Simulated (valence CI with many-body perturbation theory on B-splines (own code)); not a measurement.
Level structure of As

Method: valence CI with perturbative core correlation (CI+MBPT): five valence electrons over a frozen Dirac-Fock core [Ar] 3d10, radial functions for each j: 10 s, 10 p, 9 d, 7 f, 4 g, 2 h, with the one-electron correlation potential Σ1, the two-electron term Σ2, the three-electron term Σ3, Breit, model QED; selected CI, second order for the rest, scaled by the run's own slope (own B-spline code, finite nucleus).

Against 11 measured levels this calculation errs by 73 cm⁻¹ on average and by 115 at most. These come from a selection out of the NIST Handbook of Basic Atomic Spectroscopic Data. Levels without a partner in it may be off by more. Among the levels kept, up to 860 cm⁻¹ of a level comes from second order outside the variational space, and about a tenth of that is noise between levels of different J, which matters for small intervals.

Levels 1 to 45 of 50, with energies above the lowest level, 4s2 4p3 4S°_3/2. "Leading %" is the weight of the configuration and term that name the level; weights of strongly mixed levels are sums over their largest components and can fall short. In the jj column 3d3/2^4 stands for four electrons in 3d with j = 3/2.

```tsv
No.	Configuration	Term	J	E (cm⁻¹)	Leading %	g	Second component	Leading jj
1	4s2 4p3	4S°	3/2	0.0	94	1.998		4s^2 4p1/2 4p3/2^2 (51 %)
2	4s2 4p3	2D°	3/2	10617	90	0.819		4s^2 4p1/2 4p3/2^2 (42 %)
3	4s2 4p3	2D°	5/2	10948	94	1.200		4s^2 4p1/2 4p3/2^2 (94 %)
4	4s2 4p3	2P°	1/2	18247	92	0.666		4s^2 4p1/2 4p3/2^2 (92 %)
5	4s2 4p3	2P°	3/2	18684	89	1.319		4s^2 4p3/2^3 (63 %)
6	4s2 4p2 5s	4P	1/2	50610	86	2.586		4s^2 4p1/2^2 5s (57 %)
7	4s2 4p2 5s	4P	3/2	51513	88	1.721		4s^2 4p1/2 4p3/2 5s (88 %)
8	4s2 4p2 5s	4P	5/2	52801	89	1.593		4s^2 4p3/2^2 5s (48 %)
9	4s2 4p2 5s	2P	1/2	53038	84	0.751		4s^2 4p1/2 4p3/2 5s (74 %)
10	4s2 4p2 5s	2P	3/2	54490	82	1.330		4s^2 4p1/2 4p3/2 5s (47 %)
11	4s2 4p2 5p	2S°	1/2	59997	51	1.428	24 % 4s2 4p2 5p 4D°	4s^2 4p1/2^2 5p1/2 (50 %)
12	4s2 4p2 5p	4D°	1/2	60639	62	0.616	27 % 4s2 4p2 5p 2S°	4s^2 4p1/2 4p3/2 5p1/2 (47 %)
13	4s2 4p2 5p	4D°	3/2	60709	68	1.280	14 % 4s2 4p2 5p 4P°	4s^2 4p1/2^2 5p3/2 (50 %)
14	4s2 4p2 5s	2D	5/2	60739	87	1.209		4s^2 4p1/2 4p3/2 5s (47 %)
15	4s2 4p2 5s	2D	3/2	60752	86	0.818		4s^2 4p3/2^2 5s (44 %)
16	4s2 4p2 5p	4D°	5/2	61524	75	1.393	11 % 4s2 4p2 5p 4P°	4s^2 4p1/2 4p3/2 5p3/2 (82 %)
17	4s2 4p2 5p	4P°	3/2	61873	31	1.580	26 % 4s2 4p2 5p 4S°	4s^2 4p1/2 4p3/2 5p1/2 (48 %)
18	4s2 4p2 5p	4P°	1/2	62244	80	2.503	5 % 4s2 4p2 5p 2P°	4s^2 4p1/2 4p3/2 5p3/2 (48 %)
19	4s2 4p2 5p	2D°	3/2	62400	72	1.011	10 % 4s2 4p2 5p 4S°	4s^2 4p1/2 4p3/2 5p3/2 (73 %)
20	4s2 4p2 4d	4P	5/2	62483	47	1.583	33 % 4s 4p4 4P	4s 4p1/2^2 4p3/2^2 (24 %)
21	4s2 4p2 5p	4D°	7/2	62708	88	1.424		4s^2 4p3/2^2 5p3/2 (48 %)
22	4s2 4p2 5p	4P°	5/2	63127	55	1.466	21 % 4s2 4p2 5p 2D°	4s^2 4p1/2 4p3/2 5p1/2 (36 %)
23	4s2 4p2 4d	4P	3/2	63251	40	1.546	26 % 4s 4p4 4P	4s 4p1/2 4p3/2^3 (22 %)
24	4s2 4p2 5p	4S°	3/2	63486	49	1.860	37 % 4s2 4p2 5p 4P°	4s^2 4p3/2^2 5p1/2 (36 %)
25	4s2 4p2 4d	4F	3/2	63779	67	0.666	8 % 4s2 4p2 4d 4P	4s^2 4p1/2^2 4d3/2 (35 %)
26	4s2 4p2 4d	4P	1/2	63872	49	2.575	32 % 4s 4p4 4P	4s^2 4p1/2 4p3/2 4d3/2 (28 %)
27	4s2 4p2 5p	2D°	5/2	64011	65	1.297	23 % 4s2 4p2 5p 4P°	4s^2 4p3/2^2 5p3/2 (49 %)
28	4s2 4p2 4d	4F	5/2	64160	75	1.061	7 % 4s2 4p2 4d 4D	4s^2 4p1/2 4p3/2 4d3/2 (38 %)
29	4s2 4p2 5p	2P°	1/2	64181	78	0.777	5 % 4s2 4p2 5p 2S°	4s^2 4p1/2 4p3/2 5p3/2 (45 %)
30	4s2 4p2 5p	2P°	3/2	64536	81	1.311		4s^2 4p1/2 4p3/2 5p3/2 (41 %)
31	4s2 4p2 4d	2P	3/2	64605	67	1.239	9 % 4s2 4p2 4d 4F	4s^2 4p1/2 4p3/2 4d3/2 (36 %)
32	4s2 4p2 4d	4F	7/2	64763	74	1.259	11 % 4s2 4p2 4d 4D	4s^2 4p1/2 4p3/2 4d5/2 (76 %)
33	4s2 4p2 4d	2P	1/2	65322	50	0.527	29 % 4s2 4p2 4d 4D	4s^2 4p1/2 4p3/2 4d3/2 (55 %)
34	4s2 4p2 4d	4F	9/2	65754	85	1.331		4s^2 4p3/2^2 4d5/2 (47 %)
35	4s2 4p2 4d	2F	5/2	65786	72	0.923	7 % 4s2 4p2 4d 4F	4s^2 4p1/2 4p3/2 4d3/2 (47 %)
36	4s2 4p2 4d	4D	3/2	66280	79	1.191		4s^2 4p1/2 4p3/2 4d5/2 (32 %)
37	4s2 4p2 4d	4D	1/2	66417	51	0.493	18 % 4s2 4p2 4d 2P	4s^2 4p1/2 4p3/2 4d3/2 (25 %)
38	4s2 4p2 4d	4D	5/2	66528	70	1.301	11 % 4s2 4p2 4d 2F	4s^2 4p1/2 4p3/2 4d5/2 (43 %)
39	4s2 4p2 4d	4D	7/2	66594	57	1.337	19 % 4s2 4p2 4d 2F	4s^2 4p1/2 4p3/2 4d5/2 (28 %)
40	4s2 4p2 6s	4P	1/2	66808	67	2.129	10 % 4s2 4p2 4d 2P	4s^2 4p1/2^2 6s (50 %)
41	4s2 4p2 4d	2F	7/2	67584	68	1.204	20 % 4s2 4p2 4d 4D	4s^2 4p3/2^2 4d5/2 (46 %)
42	4s2 4p2 6s	4P	3/2	67699	80	1.683	9 % 4s2 4p2 6s 2P	4s^2 4p1/2 4p3/2 6s (88 %)
43	4s2 4p2 6s	2P	1/2	68089	70	0.952	13 % 4s2 4p2 6s 4P	4s^2 4p1/2 4p3/2 6s (79 %)
44	4s2 4p2 4d	2D	3/2	68126	76	0.839		4s^2 4p1/2 4p3/2 4d5/2 (42 %)
45	4s2 4p2 4d	2D	5/2	68239	72	1.200	4 % 4s2 4p2 4d 2F	4s^2 4p1/2 4p3/2 4d3/2 (36 %)
```

Names give the largest LS component (configuration and term), which can be under half, so a name can repeat, a term be missing and a line seem to break the LS rules; names also repeat where a configuration has a term twice.

The ionisation energy to 4s2 4p2 3P_0 of the next ion comes out as 9.7641 eV (NIST: 9.78855 eV (measured)). All 50 levels together are meant to be complete up to 69917 cm⁻¹.
